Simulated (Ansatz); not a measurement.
C2H4OSi (`O=C=C[SiH3]`). The species carries charge 0 and has multiplicity 1.

```xyz
8

O     1.5748   -1.2074    1.8810
C     0.7193   -1.0261    1.1260
C    -0.2324   -0.7842    0.2633
Si   -0.2667    0.8146   -0.6616
H    -0.9824   -1.5545    0.1243
H    -0.1897    0.5765   -2.1266
H    -1.5224    1.5583   -0.3806
H     0.8996    1.6229   -0.2258
```

What are the harmonic wavenumbers in cm⁻¹ at PBE0-D4/def2-TZVP (Ansatz, finite differences of forces, unscaled)? (Best estimate.)

The calculation gave: 108, 143, 417, 547, 589, 622, 686, 806, 931, 932, 964, 1067, 1332, 2219, 2224, 2239, 2252, 3209.

Is this a minimum?

Yes, all 18 modes are real.

Give the ideal-gas thermochemistry at 298.15 K and 1 bar (rigid rotor, harmonic oscillator; point group Cs, symmetry number 1).

Zero-point energy 127.3 kJ/mol; H(298) − E = 143.9 kJ/mol; entropy 305.9 J/(mol·K), of which translation 162.2, rotation 104.4, vibration 39.3; G(298) − E = 52.7 kJ/mol.
